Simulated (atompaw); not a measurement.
## Reading a pseudo-wave (phosphorus)

Columns: radius, all-electron u(r) and pseudo u(r) of the 3s shell (level -28.42 eV) of phosphorus in the configuration [Ne] 3s2 3p1.5; PBEsol, scalar-relativistic, PAW (atompaw) scheme, atompaw 4.2.0.5.

```
r (bohr)  all-electron  pseudo
   0.079        0.1816  0.0916
   0.158       -0.0679  0.1820
   0.237       -0.2895  0.2702
   0.315       -0.3914  0.3540
   0.394       -0.3871  0.4346
   0.473       -0.3077  0.5100
   0.552       -0.1843  0.5796
   0.631       -0.0408  0.6425
   0.710        0.1066  0.6985
   0.788        0.2456  0.7464
   0.867        0.3736  0.7875
   0.946        0.4856  0.8209
   1.025        0.5804  0.8469
   1.104        0.6582  0.8656
   1.183        0.7196  0.8774
   1.262        0.7658  0.8826
   1.340        0.7976  0.8820
   1.419        0.8174  0.8759
   1.498        0.8263  0.8651
   1.577        0.8256  0.8499
   1.656        0.8171  0.8311
   1.735        0.8020  0.8092
   1.813        0.7818  0.7849
   1.892        0.7570  0.7580
   1.971        0.7291  0.7292
   2.050        0.6986  0.6986
```

Problem. How many radial nodes do the two functions have?

Solution. The all-electron 3s function has n − l − 1 = 2; the pseudo-wave has 0, since the states of the same l below it are removed with the core.

Problem. Is the pseudo-wave norm-conserving?

Solution. No, it belongs to a PAW set: the norm inside the radius is not constrained, and the difference is carried by the augmentation charge.
